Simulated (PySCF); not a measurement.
Si(H)2(OMe)(PH2) (CH₇OPSi), SMILES CO[SiH2]P.

Geometry optimised at B3LYP-D3(BJ)/def2-SVP. Other conformers were not sampled.

All values below come from SMD-PBE0/6-31G* (PySCF).

Solvation free energies are E(SMD) − E(gas) at the gas-phase geometry, for 1 M in both phases. In vacuum the dipole moment is 0.42 D.

```tsv
solvent	ΔG(solv) (kcal/mol)	its non-electrostatic (CDS) part	dipole (D)
water	-0.3	4.1	0.59
1-octanol	-1.9	1.7	0.54
toluene	-1.2	0.3	0.45
```
